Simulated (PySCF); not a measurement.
NiO⁻: from constants to spectrum

LC-ωPBE constants of NiO⁻, ⁴Σ⁻ (quartet), unpaired electrons σ ↑, π ↑↑ (Ni def2-TZVPPD, O def2-TZVPPD; no relativity (PySCF 2.14); masses 57.9353 and 15.9949 u):

- ωe: 882.8 cm⁻¹
- ωexe: 4.35 cm⁻¹
- Be: 0.49941 cm⁻¹
- αe: 0.00351 cm⁻¹
- D (centrifugal): 6.39e-07 cm⁻¹

Give the vibrational terms G(v) and spacings up to v = 6.

G(v) = ωe(v+½) − ωexe(v+½)².

| v | G(v) (cm⁻¹) | G(v) − G(v−1) | Bv (cm⁻¹) |
| --- | --- | --- | --- |
| 0 | 440 |  | 0.4977 |
| 1 | 1314 | 874 | 0.4941 |
| 2 | 2180 | 865 | 0.4906 |
| 3 | 3037 | 857 | 0.4871 |
| 4 | 3885 | 848 | 0.4836 |
| 5 | 4724 | 839 | 0.4801 |
| 6 | 5554 | 831 | 0.4766 |

De is left out where the level can put another filling of the metal’s s and d shells below the measured ground configuration, by anything from nothing to about 1 eV. The state is the lowest single determinant that the PBE0 search found; with open d or f shells the true ground state can be another one.
